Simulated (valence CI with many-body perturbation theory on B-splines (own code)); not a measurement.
**From CI to CI+MBPT in Xe13+**

Computed by relativistic CI+MBPT: five valence electrons over a frozen Dirac-Fock core [Kr], a basis of 7 s, 7 p, 8 d, 6 f, 4 g, 1 h functions for each j, with the one-electron correlation potential Σ1 (screened to all orders), the two-electron term Σ2, the three-electron term Σ3, Breit, model QED; selected single and double excitations, second order for the rest (own B-spline code, finite nucleus).

No measured spectrum was set against this ion. As an estimate, terms of the open shell hold to 2 to 4 % of their energy, and close levels can change places. Core correlation moves these levels by up to 12000 cm⁻¹, and in measured spectra 5 to 20 % of such shifts remained as error; rates that hang on mixing are uncertain with them. Among the levels kept, up to 320 cm⁻¹ of a level comes from second order outside the variational space, and about a tenth of that is noise between levels of different J, which matters for small intervals. Only levels of the ground parity were solved; by the run's estimate the other parity begins above the list, which can be wrong where configurations are misplaced.

Each rung adds one term. CI alone is the Dirac-Coulomb CI over the frozen core; QED comes last and gives the full result, which names the levels. Energies are above 4d⁵ ⁶S_5/2 on the same rung, in cm⁻¹.

Names give the largest LS component (configuration and term), which can be under half, so a name can repeat, a term be missing and a line seem to break the LS rules; names also repeat where a configuration has a term twice. Letters in brackets count levels of one name in rising energy.

| Level | CI alone | + Σ1 | + Σ2 | + Σ3 | + Breit | Full |
| --- | --- | --- | --- | --- | --- | --- |
| 4d⁵ ⁴G_5/2 [a] | 39572 | 39404 | 36902 | 34457 | 34929 | 34885 |
| 4d⁵ ⁴G_7/2 | 48336 | 48433 | 45024 | 43023 | 43035 | 43031 |
| 4d⁵ ⁴G_11/2 | 50529 | 50695 | 46891 | 44855 | 44620 | 44624 |
| 4d⁵ ⁴D_3/2 | 49150 | 49187 | 47794 | 45182 | 45341 | 45331 |
| 4d⁵ ⁴G_5/2 [b] | 50198 | 50359 | 48028 | 45909 | 45870 | 45878 |
| 4d⁵ ⁴G_9/2 | 51895 | 52105 | 48493 | 46510 | 46280 | 46293 |
| 4d⁵ ⁴P_1/2 | 54219 | 54352 | 53596 | 50975 | 50966 | 50972 |
| 4d⁵ ⁴D_7/2 | 61074 | 61350 | 58326 | 55968 | 55695 | 55721 |
| 4d⁵ ⁴D_5/2 | 64932 | 65153 | 63342 | 60652 | 60495 | 60512 |
| 4d⁵ ⁴D_1/2 | 67688 | 68075 | 66407 | 63782 | 63411 | 63456 |
| 4d⁵ ²I_11/2 | 72583 | 72892 | 67267 | 64578 | 64232 | 64253 |
| 4d⁵ ⁴P_3/2 | 69605 | 69991 | 69055 | 66424 | 66004 | 66051 |
| 4d⁵ ²F_7/2 [a] | 75846 | 75993 | 72557 | 68771 | 68778 | 68774 |
| 4d⁵ ²I_13/2 | 79014 | 79441 | 73252 | 70543 | 69899 | 69936 |
| 4d⁵ ²G_9/2 [a] | 78131 | 78374 | 74400 | 71074 | 70873 | 70885 |
| 4d⁵ ⁴F_3/2 | 76338 | 76567 | 75228 | 71928 | 71801 | 71820 |
| 4d⁵ ²F_5/2 [a] | 78718 | 79115 | 77374 | 74474 | 74153 | 74190 |
| 4d⁵ ⁴F_5/2 | 86416 | 86882 | 85321 | 82125 | 81569 | 81631 |
| 4d⁵ ²H_9/2 | 89248 | 89634 | 86745 | 83364 | 82925 | 82963 |
| 4d⁵ ²G_7/2 [a] | 92327 | 92817 | 88948 | 85554 | 85074 | 85116 |
| 4d⁵ ²D_3/2 [a] | 94580 | 95134 | 93204 | 89389 | 88820 | 88883 |
| 4d⁵ ²F_5/2 [b] | 96577 | 97006 | 93494 | 89883 | 89499 | 89543 |
| 4d⁵ ²F_7/2 [b] | 97131 | 97684 | 95534 | 92168 | 91419 | 91493 |
| 4d⁵ ²F_7/2 [c] | 103231 | 103779 | 100201 | 96522 | 95890 | 95952 |
| 4d⁵ ²H_11/2 | 103920 | 104633 | 101306 | 98096 | 97097 | 97184 |
| 4d⁵ ²S_1/2 | 106269 | 106680 | 102722 | 98059 | 97744 | 97782 |
| 4d⁵ ²G_9/2 [b] | 105527 | 106173 | 102557 | 99065 | 98251 | 98327 |
| 4d⁵ ²D_5/2 [a] | 112399 | 113238 | 112384 | 108385 | 107289 | 107405 |
| 4d⁵ ²D_3/2 [b] | 117694 | 118146 | 115464 | 110369 | 110006 | 110052 |
| 4d⁵ ²D_5/2 [b] | 125302 | 125983 | 123166 | 118610 | 117852 | 117933 |
| 4d⁵ ²G_9/2 [c] | 131765 | 132316 | 127139 | 121682 | 121111 | 121163 |

(1) How does the ionisation energy move along the ladder, and which term matters most?

## Answers

(1) CI alone 310.51, + Σ1 312.47, + Σ2 314.61, + Σ3 314.62, + Breit 314.67, + QED 314.68 eV. The largest step is Σ2, 2.14 eV, with Σ1 about as large (1.96). NIST lists 314 ± 3 eV (theoretical).
